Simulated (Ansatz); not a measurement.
A short molecular-dynamics run on (HZn-mu-F)2 (Zn₂H₂F₂).

```yaml
crystal:
  periodic: [false, false, false]
  atoms:
    - {symbol: Zn, position_ang: [1.448280, 0.102752, 0.218775]}
    - {symbol: H, position_ang: [2.944080, 0.210906, 0.444135]}
    - {symbol: F, position_ang: [-0.105024, -0.700227, 1.025720]}
    - {symbol: Zn, position_ang: [-1.448557, -0.102048, -0.217800]}
    - {symbol: H, position_ang: [-2.944812, -0.205777, -0.441511]}
    - {symbol: F, position_ang: [0.106034, 0.694383, -1.029319]}
basis:
  gaussian: {orbitals: def2-SVP}
hamiltonian: {xc: {name: PBE}}
md: {timestep: 0.5 fs, n_steps: 20, ensemble: nvt_nose_hoover, temperature: 1500, initial_velocities: maxwell_boltzmann, seed: 943}
scf: {omitted_lower_state_checks: [starts]}
```

```sh
$ ansatz run in.yaml --threads 2 --pin off --events-out ev --progress --plain --max-ram 4352MiB
```

```csv
step,time (fs),potential energy (eV),kinetic (eV),T (K),conserved (eV)
0,0.0,-102269.7718,0.7756,1500,-102268.9963
1,0.5,-102269.7723,0.7761,1501,-102268.9961
2,1.0,-102269.7541,0.7582,1466,-102268.9959
3,1.5,-102269.7206,0.7250,1402,-102268.9956
4,2.0,-102269.6762,0.6809,1317,-102268.9953
5,2.5,-102269.6254,0.6304,1219,-102268.9950
6,3.0,-102269.5726,0.5779,1118,-102268.9947
7,3.5,-102269.5217,0.5272,1020,-102268.9945
8,4.0,-102269.4759,0.4816,931,-102268.9944
9,4.5,-102269.4379,0.4437,858,-102268.9943
10,5.0,-102269.4094,0.4153,803,-102268.9942
11,5.5,-102269.3917,0.3977,769,-102268.9941
12,6.0,-102269.3853,0.3914,757,-102268.9942
13,6.5,-102269.3902,0.3963,767,-102268.9942
14,7.0,-102269.4057,0.4118,796,-102268.9943
15,7.5,-102269.4303,0.4364,844,-102268.9944
16,8.0,-102269.4622,0.4682,906,-102268.9946
17,8.5,-102269.4987,0.5046,976,-102268.9948
18,9.0,-102269.5365,0.5423,1049,-102268.9950
19,9.5,-102269.5717,0.5774,1117,-102268.9953
20,10.0,-102269.6001,0.6056,1171,-102268.9956
```

Velocities are drawn at the set temperature; a run this short doesn't reach equilibrium.

Frames (Å, forces in eV/Å):

```xyz
6
time=0.0 fs
Zn    1.448    0.103    0.219    0.274    0.016    0.037
H     2.944    0.211    0.444    0.165    0.013    0.027
F    -0.105   -0.700    1.026   -0.035   -0.229    0.342
Zn   -1.449   -0.102   -0.218   -0.270   -0.022   -0.044
H    -2.945   -0.206   -0.442   -0.167   -0.011   -0.024
F     0.106    0.694   -1.029    0.033    0.233   -0.338
6
time=0.5 fs
Zn    1.447    0.102    0.218    0.684    0.044    0.068
H     2.976    0.187    0.453   -0.240    0.000   -0.040
F    -0.103   -0.699    1.029   -0.096   -0.221    0.323
Zn   -1.448   -0.103   -0.218   -0.492   -0.033   -0.087
H    -2.961   -0.200   -0.466    0.094   -0.001    0.029
F     0.106    0.699   -1.032    0.050    0.210   -0.292
6
time=1.0 fs
Zn    1.445    0.102    0.218    1.040    0.058    0.092
H     3.007    0.164    0.461   -0.591    0.001   -0.100
F    -0.101   -0.698    1.033   -0.155   -0.214    0.303
Zn   -1.447   -0.104   -0.217   -0.692   -0.039   -0.134
H    -2.978   -0.194   -0.491    0.333    0.005    0.086
F     0.105    0.704   -1.034    0.065    0.187   -0.247
6
time=1.5 fs
Zn    1.444    0.101    0.218    1.340    0.063    0.111
H     3.036    0.140    0.470   -0.888    0.013   -0.153
F    -0.098   -0.696    1.036   -0.211   -0.206    0.283
Zn   -1.446   -0.105   -0.217   -0.866   -0.041   -0.182
H    -2.993   -0.188   -0.516    0.546    0.008    0.143
F     0.105    0.709   -1.037    0.079    0.163   -0.202
6
time=2.0 fs
Zn    1.442    0.101    0.218    1.587    0.059    0.123
H     3.064    0.117    0.478   -1.132    0.033   -0.198
F    -0.096   -0.695    1.040   -0.266   -0.198    0.262
Zn   -1.446   -0.106   -0.217   -1.011   -0.039   -0.230
H    -3.008   -0.182   -0.540    0.730    0.008    0.200
F     0.105    0.714   -1.039    0.091    0.138   -0.156
6
time=2.5 fs
Zn    1.441    0.100    0.217    1.786    0.050    0.128
H     3.089    0.094    0.485   -1.328    0.057   -0.237
F    -0.094   -0.694    1.043   -0.317   -0.190    0.241
Zn   -1.445   -0.107   -0.217   -1.127   -0.033   -0.277
H    -3.020   -0.175   -0.564    0.885    0.005    0.254
F     0.104    0.719   -1.042    0.101    0.111   -0.110
6
time=3.0 fs
Zn    1.440    0.100    0.217    1.943    0.038    0.128
H     3.110    0.070    0.492   -1.483    0.085   -0.268
F    -0.092   -0.693    1.047   -0.367   -0.181    0.219
Zn   -1.444   -0.108   -0.216   -1.216   -0.025   -0.321
H    -3.030   -0.169   -0.587    1.012   -0.001    0.305
F     0.104    0.724   -1.044    0.111    0.083   -0.064
6
time=3.5 fs
Zn    1.438    0.099    0.217    2.063    0.024    0.124
H     3.128    0.047    0.498   -1.602    0.115   -0.295
F    -0.090   -0.691    1.051   -0.415   -0.172    0.196
Zn   -1.444   -0.109   -0.216   -1.277   -0.014   -0.361
H    -3.038   -0.163   -0.610    1.111   -0.008    0.353
F     0.104    0.728   -1.047    0.120    0.055   -0.017
6
time=4.0 fs
Zn    1.437    0.098    0.217    2.151    0.008    0.114
H     3.142    0.025    0.504   -1.689    0.146   -0.316
F    -0.088   -0.690    1.054   -0.462   -0.162    0.172
Zn   -1.443   -0.110   -0.216   -1.313   -0.001   -0.396
H    -3.044   -0.157   -0.631    1.184   -0.016    0.395
F     0.104    0.733   -1.049    0.128    0.026    0.030
6
time=4.5 fs
Zn    1.436    0.098    0.216    2.212   -0.007    0.101
H     3.153    0.002    0.509   -1.750    0.177   -0.333
F    -0.086   -0.689    1.058   -0.506   -0.152    0.148
Zn   -1.443   -0.111   -0.216   -1.326    0.012   -0.427
H    -3.046   -0.151   -0.652    1.234   -0.026    0.432
F     0.103    0.738   -1.052    0.135   -0.004    0.078
6
time=5.0 fs
Zn    1.435    0.097    0.216    2.249   -0.023    0.085
H     3.158   -0.020    0.513   -1.787    0.208   -0.346
F    -0.084   -0.688    1.062   -0.550   -0.140    0.122
Zn   -1.442   -0.112   -0.216   -1.316    0.027   -0.452
H    -3.046   -0.145   -0.672    1.261   -0.036    0.464
F     0.103    0.743   -1.054    0.143   -0.035    0.126
6
time=5.5 fs
Zn    1.434    0.097    0.216    2.263   -0.038    0.065
H     3.160   -0.041    0.516   -1.802    0.237   -0.355
F    -0.083   -0.687    1.066   -0.592   -0.128    0.096
Zn   -1.442   -0.113   -0.216   -1.286    0.042   -0.472
H    -3.042   -0.139   -0.690    1.266   -0.047    0.490
F     0.103    0.748   -1.057    0.150   -0.066    0.175
6
time=6.0 fs
Zn    1.433    0.096    0.216    2.256   -0.052    0.043
H     3.158   -0.062    0.519   -1.797    0.265   -0.360
F    -0.081   -0.686    1.069   -0.633   -0.115    0.068
Zn   -1.442   -0.114   -0.216   -1.235    0.058   -0.484
H    -3.036   -0.133   -0.708    1.251   -0.059    0.510
F     0.103    0.753   -1.059    0.158   -0.097    0.224
6
time=6.5 fs
Zn    1.433    0.096    0.215    2.229   -0.064    0.017
H     3.151   -0.082    0.520   -1.771    0.291   -0.362
F    -0.079   -0.685    1.073   -0.674   -0.101    0.040
Zn   -1.441   -0.115   -0.215   -1.163    0.073   -0.490
H    -3.026   -0.128   -0.724    1.213   -0.070    0.523
F     0.103    0.758   -1.062    0.166   -0.129    0.273
6
time=7.0 fs
Zn    1.432    0.095    0.215    2.180   -0.075   -0.013
H     3.140   -0.102    0.521   -1.724    0.314   -0.360
F    -0.078   -0.683    1.077   -0.714   -0.087    0.011
Zn   -1.441   -0.116   -0.215   -1.071    0.088   -0.487
H    -3.014   -0.122   -0.739    1.155   -0.081    0.528
F     0.103    0.763   -1.064    0.174   -0.161    0.322
6
time=7.5 fs
Zn    1.431    0.095    0.215    2.108   -0.082   -0.046
H     3.124   -0.121    0.520   -1.654    0.334   -0.354
F    -0.076   -0.682    1.081   -0.753   -0.071   -0.019
Zn   -1.441   -0.117   -0.215   -0.958    0.103   -0.475
H    -2.999   -0.117   -0.752    1.074   -0.092    0.524
F     0.102    0.768   -1.067    0.184   -0.192    0.372
6
time=8.0 fs
Zn    1.431    0.094    0.215    2.010   -0.086   -0.084
H     3.105   -0.139    0.519   -1.558    0.350   -0.344
F    -0.075   -0.681    1.085   -0.792   -0.055   -0.050
Zn   -1.441   -0.118   -0.215   -0.822    0.116   -0.453
H    -2.981   -0.112   -0.765    0.969   -0.102    0.510
F     0.102    0.772   -1.069    0.193   -0.223    0.421
6
time=8.5 fs
Zn    1.430    0.094    0.214    1.882   -0.085   -0.127
H     3.082   -0.156    0.517   -1.433    0.360   -0.327
F    -0.074   -0.680    1.088   -0.830   -0.038   -0.082
Zn   -1.441   -0.119   -0.215   -0.663    0.128   -0.420
H    -2.961   -0.107   -0.776    0.839   -0.112    0.485
F     0.102    0.777   -1.071    0.204   -0.254    0.470
6
time=9.0 fs
Zn    1.430    0.093    0.214    1.721   -0.077   -0.176
H     3.056   -0.172    0.515   -1.273    0.363   -0.305
F    -0.073   -0.679    1.092   -0.869   -0.020   -0.114
Zn   -1.441   -0.120   -0.215   -0.479    0.138   -0.373
H    -2.939   -0.103   -0.786    0.684   -0.120    0.448
F     0.102    0.782   -1.074    0.215   -0.284    0.519
6
time=9.5 fs
Zn    1.430    0.093    0.214    1.521   -0.060   -0.233
H     3.026   -0.188    0.511   -1.074    0.356   -0.274
F    -0.072   -0.678    1.096   -0.907   -0.002   -0.146
Zn   -1.440   -0.121   -0.215   -0.270    0.147   -0.313
H    -2.915   -0.098   -0.795    0.502   -0.127    0.398
F     0.102    0.787   -1.076    0.227   -0.314    0.568
6
time=10.0 fs
Zn    1.430    0.092    0.213    1.276   -0.033   -0.298
H     2.994   -0.202    0.507   -0.830    0.338   -0.235
F    -0.071   -0.677    1.100   -0.945    0.017   -0.178
Zn   -1.440   -0.122   -0.215   -0.036    0.153   -0.237
H    -2.890   -0.094   -0.803    0.294   -0.133    0.333
F     0.102    0.792   -1.078    0.240   -0.343    0.616
```

Run time 42 s (2 threads of Arm Neoverse V1 on a shared host).
